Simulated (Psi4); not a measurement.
C2H7AlClN (SMILES C[N](C)[AlH][Cl]), singlet, at a GFN2-xTB geometry (such geometries of metal compounds can be far from the true shape), atoms displaced at random by about 0.08 Å a coordinate; R2SCAN/6-31G, gradient (Psi4).

Input for Psi4:
```
memory 2 GB

molecule {
0 1
Al    0.12780450   -0.75193135    0.50340920
H    -0.40796232   -1.13517889    1.92045679
Cl    1.76839648   -1.43605956   -0.51504194
N    -0.84332389    0.61554937   -0.07519977
C    -0.68132873    1.55595485   -1.20026845
C    -2.00228219    1.23546501    0.89475062
H    -1.71342871    1.57665931   -1.79687477
H    -0.49029726    2.73194234   -1.05255487
H     0.11745978    1.15607902   -1.71864923
H    -1.73470067    2.29384228    1.20367152
H    -2.75453852    1.17033921    0.33536261
H    -1.97796440    0.66823769    1.76592541
symmetry c1
no_reorient
no_com
}

set {
  basis 6-31g
}

gradient('r2scan')
print_variables()
```

Problem. Predict the main parts of the log of this Psi4 run.

Solution. 
```
gradient() will perform analytic gradient computation.

   => Loading Basis Set <=

    Name: 6-31G
    Role: ORBITAL
    Keyword: BASIS

         ---------------------------------------------------------
                                   SCF
               by Justin Turney, Rob Parrish, Andy Simmonett
                          and Daniel G. A. Smith
                              RKS Reference
         ---------------------------------------------------------

  ==> Geometry <==

    Molecular point group: c1
    Full point group: C1

    Geometry (in Angstrom), charge = 0, multiplicity = 1:

       Center              X                  Y                   Z               Mass
    ------------   -----------------  -----------------  -----------------  -----------------
         AL           0.127804500000    -0.751931350000     0.503409200000    26.981538530000
         H           -0.407962320000    -1.135178890000     1.920456790000     1.007825032230
         CL           1.768396480000    -1.436059560000    -0.515041940000    34.968852682000
         N           -0.843323890000     0.615549370000    -0.075199770000    14.003074004430
         C           -0.681328730000     1.555954850000    -1.200268450000    12.000000000000
         C           -2.002282190000     1.235465010000     0.894750620000    12.000000000000
         H           -1.713428710000     1.576659310000    -1.796874770000     1.007825032230
         H           -0.490297260000     2.731942340000    -1.052554870000     1.007825032230
         H            0.117459780000     1.156079020000    -1.718649230000     1.007825032230
         H           -1.734700670000     2.293842280000     1.203671520000     1.007825032230
         H           -2.754538520000     1.170339210000     0.335362610000     1.007825032230
         H           -1.977964400000     0.668237690000     1.765925410000     1.007825032230

  Running in c1 symmetry.

  Rotational constants: A =      0.22051  B =      0.04987  C =      0.04154 [cm^-1]
  Rotational constants: A =   6610.62407  B =   1495.18159  C =   1245.18876 [MHz]
  Nuclear repulsion =  264.999737804820199

  Charge       = 0
  Multiplicity = 1
  Electrons    = 56
  Nalpha       = 28
  Nbeta        = 28

  ==> Algorithm <==

  SCF Algorithm Type is DF.
  DIIS enabled.
  MOM disabled.
  Fractional occupation disabled.
  Guess Type is SAD.
  Energy threshold   = 1.00e-08
  Density threshold  = 1.00e-08
  Integral threshold = 1.00e-12

  ==> Primary Basis <==

  Basis Set: 6-31G
    Blend: 6-31G
    Number of shells: 43
    Number of basis functions: 67
    Number of Cartesian functions: 67
    Spherical Harmonics?: false
    Max angular momentum: 1

  ==> DFT Potential <==

   => LibXC <=

    Version 7.1.2
    S. Lehtola, C. Steigemann, M. J. T. Oliveira, and M. A. L. Marques,  SoftwareX 7, 1–5 (2018) (10.1016/j.softx.2017.11.002)

   => Composite Functional: R2SCAN <=

    r2SCAN Meta-GGA XC Functional  (0.1021/acs.jpclett.0c02405)
    J. W. Furness, A. D. Kaplan, J. Ning, J. P. Perdew, J. Sun  J. Phys. Chem. Lett.  11, 8208–8215, 2020

    Deriv               =              1
    GGA                 =           TRUE
    Meta                =           TRUE

    Exchange Hybrid     =          FALSE
    MP2 Hybrid          =          FALSE

   => Exchange Functionals <=

    1.0000   XC_MGGA_X_R2SCAN

   => Correlation Functionals <=

    1.0000   XC_MGGA_C_R2SCAN

   => LibXC Density Thresholds  <==

    XC_MGGA_C_R2SCAN:  1.00E-15
    XC_MGGA_X_R2SCAN:  1.00E-11

   => Molecular Quadrature <=

    Radial Scheme          =       TREUTLER
    Pruning Scheme         =           NONE
    Nuclear Scheme         =       TREUTLER

    Blocking Scheme        =         OCTREE
    BS radius alpha        =              1
    Pruning alpha          =              1
    Radial Points          =             75
    Spherical Points       =            302
    Total Points           =         256963
    Total Blocks           =           1961
    Max Points             =            256
    Max Functions          =             64
    Weights Tolerance      =       1.00E-15

   => Loading Basis Set <=

    Name: (6-31G AUX)
    Role: JKFIT
    Keyword: DF_BASIS_SCF

  ==> Integral Setup <==

  SCF_SUBTYPE=INCORE selected. In-core MEM_DF algorithm will be used.
  Using in-core AOs.

  ==> MemDFJK: Density-Fitted J/K Matrices <==

    J tasked:                   Yes
    K tasked:                    No
    wK tasked:                   No
    Algorithm:                 Core
    Schwarz Cutoff:           1E-12
    Mask sparsity (%):       3.7870
    Fitting Condition:        1E-10

   => Auxiliary Basis Set <=

  Basis Set: (6-31G AUX)
    Blend: CC-PVDZ-JKFIT
    Number of shells: 207
    Number of basis functions: 678
    Number of Cartesian functions: 678
    Spherical Harmonics?: false
    Max angular momentum: 3

  Minimum eigenvalue in the overlap matrix is 1.2902825143E-02.
  Reciprocal condition number of the overlap matrix is 2.4522851011E-03.
    Using symmetric orthogonalization.

  ==> Pre-Iterations <==

  SCF Guess: Superposition of Atomic Densities via on-the-fly atomic UHF (no occupation information).

   -------------------------
    Irrep   Nso     Nmo
   -------------------------
     A         67      67
   -------------------------
    Total      67      67
   -------------------------

  ==> Iterations <==

                           Total Energy        Delta E     RMS |[F,P]|

   @DF-RKS iter SAD:  -836.92718934573645   -8.36927e+02   0.00000e+00
   @DF-RKS iter   1:  -837.19939499314603   -2.72206e-01   1.23770e-02 ADIIS/DIIS
   @DF-RKS iter   2:  -835.71100819637434    1.48839e+00   2.43443e-02 ADIIS/DIIS
   @DF-RKS iter   3:  -837.52098991445803   -1.80998e+00   4.67695e-03 ADIIS/DIIS
   @DF-RKS iter   4:  -837.56767469450597   -4.66848e-02   2.00721e-03 ADIIS/DIIS
   @DF-RKS iter   5:  -837.57667447914400   -8.99978e-03   4.22952e-04 ADIIS/DIIS
[...]
  @DF-RKS Final Energy:  -837.57729769761306
    Total Energy =                       -837.5772976976130622
[...]

Properties computed using the SCF density matrix

 Multipole Moments:

 ------------------------------------------------------------------------------------
     Multipole            Electronic (a.u.)      Nuclear  (a.u.)        Total (a.u.)
 ------------------------------------------------------------------------------------

 L = 1.  Multiply by 2.5417464519 to convert [e a0] to [Debye]
 Dipole X            :         -2.2743625            1.4320983           -0.8422642
 Dipole Y            :          9.4704337           -8.8228183            0.6476154
 Dipole Z            :          7.6326936           -7.3955590            0.2371346
 Magnitude           :                                                    1.0885989

 ------------------------------------------------------------------------------------

         ------------------------------------------------------------
                                   SCF GRAD
                          Rob Parrish, Justin Turney,
                       Andy Simmonett, and Alex Sokolov
         ------------------------------------------------------------

  ==> Geometry <==

    Molecular point group: c1
    Full point group: C1

    Geometry (in Angstrom), charge = 0, multiplicity = 1:

       Center              X                  Y                   Z               Mass
    ------------   -----------------  -----------------  -----------------  -----------------
         AL           0.127804500000    -0.751931350000     0.503409200000    26.981538530000
         H           -0.407962320000    -1.135178890000     1.920456790000     1.007825032230
         CL           1.768396480000    -1.436059560000    -0.515041940000    34.968852682000
         N           -0.843323890000     0.615549370000    -0.075199770000    14.003074004430
         C           -0.681328730000     1.555954850000    -1.200268450000    12.000000000000
         C           -2.002282190000     1.235465010000     0.894750620000    12.000000000000
         H           -1.713428710000     1.576659310000    -1.796874770000     1.007825032230
         H           -0.490297260000     2.731942340000    -1.052554870000     1.007825032230
         H            0.117459780000     1.156079020000    -1.718649230000     1.007825032230
         H           -1.734700670000     2.293842280000     1.203671520000     1.007825032230
         H           -2.754538520000     1.170339210000     0.335362610000     1.007825032230
         H           -1.977964400000     0.668237690000     1.765925410000     1.007825032230

  Nuclear repulsion =  264.999737804820199

  ==> Basis Set <==

  Basis Set: 6-31G
    Blend: 6-31G
    Number of shells: 43
    Number of basis functions: 67
    Number of Cartesian functions: 67
    Spherical Harmonics?: false
    Max angular momentum: 1

  ==> DFJKGrad: Density-Fitted SCF Gradients <==

    Gradient:                    1
    J tasked:                  Yes
    K tasked:                   No
    wK tasked:                  No
    Integrals threads:           1
    Schwarz Cutoff:          1E-12
    Fitting Condition:       1E-10

   => Auxiliary Basis Set <=

  Basis Set: (6-31G AUX)
    Blend: CC-PVDZ-JKFIT
    Number of shells: 207
    Number of basis functions: 678
    Number of Cartesian functions: 678
    Spherical Harmonics?: false
    Max angular momentum: 3

  ==> DFT Potential <==

   => LibXC <=

    Version 7.1.2
    S. Lehtola, C. Steigemann, M. J. T. Oliveira, and M. A. L. Marques,  SoftwareX 7, 1–5 (2018) (10.1016/j.softx.2017.11.002)

   => Composite Functional: R2SCAN <=

    r2SCAN Meta-GGA XC Functional  (0.1021/acs.jpclett.0c02405)
    J. W. Furness, A. D. Kaplan, J. Ning, J. P. Perdew, J. Sun  J. Phys. Chem. Lett.  11, 8208–8215, 2020

    Deriv               =              1
    GGA                 =           TRUE
    Meta                =           TRUE

    Exchange Hybrid     =          FALSE
    MP2 Hybrid          =          FALSE

   => Exchange Functionals <=

    1.0000   XC_MGGA_X_R2SCAN

   => Correlation Functionals <=

    1.0000   XC_MGGA_C_R2SCAN

   => LibXC Density Thresholds  <==

    XC_MGGA_C_R2SCAN:  1.00E-15
    XC_MGGA_X_R2SCAN:  1.00E-11

   => Molecular Quadrature <=

    Radial Scheme          =       TREUTLER
    Pruning Scheme         =           NONE
    Nuclear Scheme         =       TREUTLER

    Blocking Scheme        =         OCTREE
    BS radius alpha        =              1
    Pruning alpha          =              1
    Radial Points          =             75
    Spherical Points       =            302
    Total Points           =         256963
    Total Blocks           =           1961
    Max Points             =            256
    Max Functions          =             64
    Weights Tolerance      =       1.00E-15

  -Total Gradient:
     Atom            X                  Y                   Z
    ------   -----------------  -----------------  -----------------
       1        0.038571798220    -0.021316612708    -0.026267701546
       2       -0.001792508464     0.010057307488    -0.006417458045
       3       -0.038660693021     0.017678808946     0.025291232858
       4        0.031065258522    -0.065944264460    -0.031601212927
       5        0.066019129989    -0.033036411460    -0.002700756832
       6       -0.175520034174    -0.022129184168    -0.041240561376
       7       -0.041424424312     0.004265300498    -0.011812845861
       8        0.002483690824     0.047817178955    -0.013125911431
       9       -0.031836304934     0.009760903207     0.041440714405
      10        0.003363893868     0.019683165333     0.014469937173
      11        0.137353760047     0.007233976535     0.083612618649
      12        0.010249557643     0.025343832498    -0.030941144980

  Variable Map:
  ----------------------------------------------------------------------------
[...]
  Array Variable Map:
  ----------------------------------------------------------------------------
[...]
[...]
```
